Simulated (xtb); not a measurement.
Job for xtb: GFN2-xTB on C8H10 (SMILES CCc1ccccc1).

```
$ xtb mol.xyz --gfn 2 --sp --chrg 0 --uhf 0
18

C      2.49400448    -0.00220035    -0.54535436
C      1.59947600    -0.38770064     0.64087661
C      0.13299773    -0.15254871     0.36183432
C     -0.65521759    -1.14987015    -0.23194606
C     -1.99841667    -0.91812412    -0.53789695
C     -2.57855893     0.32149147    -0.25474792
C     -1.80522786     1.32433702     0.33656159
C     -0.46251619     1.08693776     0.64030607
H      2.37316831     1.06307617    -0.79873487
H      3.55739893    -0.18185906    -0.31957068
H      2.23109120    -0.58604309    -1.44180397
H      1.75986595    -1.44992374     0.88998329
H      1.90122998     0.19092835     1.52982570
H     -0.20862396    -2.12351583    -0.45385605
H     -2.59602760    -1.71018702    -0.99626892
H     -3.62972217     0.50404198    -0.49065381
H     -2.25092565     2.29562745     0.56581177
H      0.13590403     1.87563251     1.10563424
```

Program output:

```
[...]
           -------------------------------------------------
          |                Calculation Setup                |
           -------------------------------------------------



           -------------------------------------------------
          |                 G F N 2 - x T B                 |
           -------------------------------------------------

        Reference                      10.1021/acs.jctc.8b01176
      * Hamiltonian:
        H0-scaling (s, p, d)           1.850000    2.230000    2.230000
        zeta-weighting                 0.500000
      * Dispersion:
        s8                             2.700000
        a1                             0.520000
        a2                             5.000000
        s9                             5.000000
      * Repulsion:
        kExp                           1.500000    1.000000
        rExp                           1.000000
      * Coulomb:
        alpha                          2.000000
        third order                    shell-resolved
        anisotropic                    true
        a3                             3.000000
        a5                             4.000000
        cn-shift                       1.200000
        cn-exp                         4.000000
        max-rad                        5.000000


          ...................................................
          :                      SETUP                      :
          :.................................................:
          :  # basis functions                  42          :
          :  # atomic orbitals                  42          :
          :  # shells                           26          :
          :  # electrons                        42          :
          :  max. iterations                   250          :
          :  Hamiltonian                  GFN2-xTB          :
          :  restarted?                      false          :
          :  GBSA solvation                  false          :
          :  PC potential                    false          :
          :  electronic temp.          300.0000000     K    :
          :  accuracy                    1.0000000          :
          :  -> integral cutoff          0.2500000E+02      :
          :  -> integral neglect         0.1000000E-07      :
          :  -> SCF convergence          0.1000000E-05 Eh   :
          :  -> wf. convergence          0.1000000E-03 e    :
          :  Broyden damping             0.4000000          :
          :  net charge                          0          :
          :  unpaired electrons                  0          :
          ...................................................

 iter      E             dE          RMSdq      gap      omega  full diag
   1    -22.5611724 -0.225612E+02  0.383E+00    4.62       0.0  T
   2    -22.5879079 -0.267356E-01  0.223E+00    4.64       1.0  T
   3    -22.5878888  0.191692E-04  0.691E-01    4.57       1.0  T
   4    -22.5882355 -0.346780E-03  0.298E-01    4.61       1.0  T
   5    -22.5892385 -0.100298E-02  0.564E-02    4.62       1.0  T
   6    -22.5892480 -0.943653E-05  0.289E-02    4.62       1.0  T
   7    -22.5892486 -0.629276E-06  0.114E-02    4.62       2.1  T
   8    -22.5892497 -0.111719E-05  0.132E-03    4.62      17.9  T
   9    -22.5892497 -0.657299E-08  0.716E-04    4.62      32.9  T
  10    -22.5892497 -0.226271E-08  0.274E-04    4.62      86.2  T

   *** convergence criteria satisfied after 10 iterations ***

         #    Occupation            Energy/Eh            Energy/eV
      -------------------------------------------------------------
         1        2.0000           -0.6361333             -17.3101
       ...           ...                  ...                  ...
        15        2.0000           -0.4577387             -12.4557
        16        2.0000           -0.4492783             -12.2255
        17        2.0000           -0.4351850             -11.8420
        18        2.0000           -0.4172267             -11.3533
        19        2.0000           -0.4153799             -11.3031
        20        2.0000           -0.3964610             -10.7883
        21        2.0000           -0.3899199             -10.6103 (HOMO)
        22                         -0.2201768              -5.9913 (LUMO)
        23                         -0.2201574              -5.9908
        24                         -0.0965488              -2.6272
        25                          0.0839627               2.2847
        26                          0.1058115               2.8793
       ...                                ...                  ...
        42                          0.6258981              17.0316
      -------------------------------------------------------------
                  HL-Gap            0.1697431 Eh            4.6189 eV
             Fermi-level           -0.3050483 Eh           -8.3008 eV

 SCC (total)                   0 d,  0 h,  0 min,  0.009 sec
 SCC setup                      ...        0 min,  0.000 sec (  1.088%)
 Dispersion                     ...        0 min,  0.000 sec (  1.044%)
 classical contributions        ...        0 min,  0.000 sec (  0.291%)
 integral evaluation            ...        0 min,  0.001 sec ( 13.756%)
 iterations                     ...        0 min,  0.004 sec ( 46.074%)
 molecular gradient             ...        0 min,  0.003 sec ( 36.255%)
 printout                       ...        0 min,  0.000 sec (  1.367%)

         :::::::::::::::::::::::::::::::::::::::::::::::::::::
         ::                     SUMMARY                     ::
         :::::::::::::::::::::::::::::::::::::::::::::::::::::
         :: total energy             -22.212362466609 Eh    ::
         :: gradient norm              0.031438543736 Eh/a0 ::
         :: HOMO-LUMO gap              4.618943989918 eV    ::
         ::.................................................::
         :: SCC energy               -22.589208853605 Eh    ::
         :: -> isotropic ES            0.001939309098 Eh    ::
         :: -> anisotropic ES          0.005050904934 Eh    ::
         :: -> anisotropic XC          0.016409577959 Eh    ::
         :: -> dispersion             -0.013178735345 Eh    ::
         :: repulsion energy           0.376846386996 Eh    ::
         :: add. restraining           0.000000000000 Eh    ::
         :: total charge               0.000000000000 e     ::
         :::::::::::::::::::::::::::::::::::::::::::::::::::::

           -------------------------------------------------
          |                Property Printout                |
           -------------------------------------------------

    * Orbital Energies and Occupations

         #    Occupation            Energy/Eh            Energy/eV
      -------------------------------------------------------------
         1        2.0000           -0.6361333             -17.3101
       ...           ...                  ...                  ...
         9        2.0000           -0.5044345             -13.7264
        10        2.0000           -0.4984807             -13.5643
        11        2.0000           -0.4848741             -13.1941
        12        2.0000           -0.4773297             -12.9888
        13        2.0000           -0.4751759             -12.9302
        14        2.0000           -0.4708349             -12.8121
        15        2.0000           -0.4577387             -12.4557
        16        2.0000           -0.4492783             -12.2255
        17        2.0000           -0.4351850             -11.8420
        18        2.0000           -0.4172267             -11.3533
        19        2.0000           -0.4153799             -11.3031
        20        2.0000           -0.3964610             -10.7883
        21        2.0000           -0.3899199             -10.6103 (HOMO)
        22                         -0.2201768              -5.9913 (LUMO)
        23                         -0.2201574              -5.9908
        24                         -0.0965488              -2.6272
        25                          0.0839627               2.2847
        26                          0.1058115               2.8793
        27                          0.1238010               3.3688
        28                          0.1265635               3.4440
        29                          0.1403213               3.8183
        30                          0.1626065               4.4247
        31                          0.1688030               4.5934
        32                          0.1766123               4.8059
       ...                                ...                  ...
        42                          0.6258981              17.0316
      -------------------------------------------------------------
                  HL-Gap            0.1697431 Eh            4.6189 eV
             Fermi-level           -0.3050483 Eh           -8.3008 eV

     #   Z          covCN         q      C6AA      α(0)
     1   6 C        3.745    -0.093    22.338     6.742
     2   6 C        3.800    -0.054    21.546     6.609
     3   6 C        2.959     0.013    27.731     8.637
     4   6 C        2.914    -0.037    28.910     8.817
     5   6 C        2.908    -0.030    28.758     8.793
     6   6 C        2.909    -0.033    28.814     8.802
     7   6 C        2.908    -0.030    28.758     8.793
     8   6 C        2.914    -0.037    28.910     8.817
     9   1 H        0.923     0.033     2.539     2.492
    10   1 H        0.923     0.034     2.537     2.491
    11   1 H        0.923     0.033     2.539     2.492
    12   1 H        0.923     0.033     2.539     2.492
    13   1 H        0.923     0.033     2.539     2.492
    14   1 H        0.924     0.027     2.633     2.538
    15   1 H        0.924     0.027     2.633     2.538
    16   1 H        0.924     0.026     2.639     2.540
    17   1 H        0.924     0.027     2.633     2.538
    18   1 H        0.924     0.027     2.633     2.538

 Mol. C6AA /au·bohr⁶  :       3306.938590
 Mol. C8AA /au·bohr⁸  :      77682.829262
 Mol. α(0) /au        :         91.159183


Wiberg/Mayer (AO) data.
largest (>0.10) Wiberg bond orders for each atom

 ---------------------------------------------------------------------------
     #   Z sym  total        # sym  WBO       # sym  WBO       # sym  WBO
 ---------------------------------------------------------------------------
     1   6 C    3.996 --     2 C    1.003     9 H    0.988    11 H    0.988
                            10 H    0.986
     2   6 C    3.997 --     3 C    1.011     1 C    1.003    13 H    0.974
                            12 H    0.974
     3   6 C    3.987 --     4 C    1.412     8 C    1.412     2 C    1.011
                             6 C    0.110
     4   6 C    3.991 --     5 C    1.445     3 C    1.412    14 H    0.970
                             7 C    0.111
     5   6 C    3.991 --     4 C    1.445     6 C    1.437    15 H    0.971
                             8 C    0.111
     6   6 C    3.991 --     5 C    1.437     7 C    1.437    16 H    0.972
                             3 C    0.110
     7   6 C    3.991 --     8 C    1.445     6 C    1.437    17 H    0.971
                             4 C    0.111
     8   6 C    3.991 --     7 C    1.445     3 C    1.412    18 H    0.970
                             5 C    0.111
     9   1 H    0.999 --     1 C    0.988
    10   1 H    0.998 --     1 C    0.986
    11   1 H    0.999 --     1 C    0.988
    12   1 H    0.999 --     2 C    0.974
    13   1 H    0.999 --     2 C    0.974
    14   1 H    0.999 --     4 C    0.970
    15   1 H    0.999 --     5 C    0.971
    16   1 H    0.999 --     6 C    0.972
    17   1 H    0.999 --     7 C    0.971
    18   1 H    0.999 --     8 C    0.970
 ---------------------------------------------------------------------------
Note: The following floating-point exceptions are signalling: IEEE_UNDERFLOW_FLAG IEEE_DENORMAL
normal termination of xtb

Topologies differ in total number of bonds
Writing topology from bond orders to xtbtopo.mol

molecular dipole:
                 x           y           z       tot (Debye)
 q only:        0.176      -0.021       0.015
   full:        0.179      -0.019       0.008       0.457
molecular quadrupole (traceless):
                xx          xy          yy          xz          yz          zz
 q only:        0.727      -0.185       0.124       0.373       0.403      -0.850
  q+dip:        1.949      -0.745       2.084       2.148       2.565      -4.033
   full:        1.070      -0.377       0.915       1.031       1.214      -1.985


           -------------------------------------------------
          | TOTAL ENERGY              -22.212362466609 Eh   |
          | GRADIENT NORM               0.031438543736 Eh/α |
          | HOMO-LUMO GAP               4.618943989918 eV   |
           -------------------------------------------------

------------------------------------------------------------------------
------------------------------------------------------------------------
 total:
 SCF:
```

The run finished.

Cost: about 0.03 core-seconds (a rough figure).
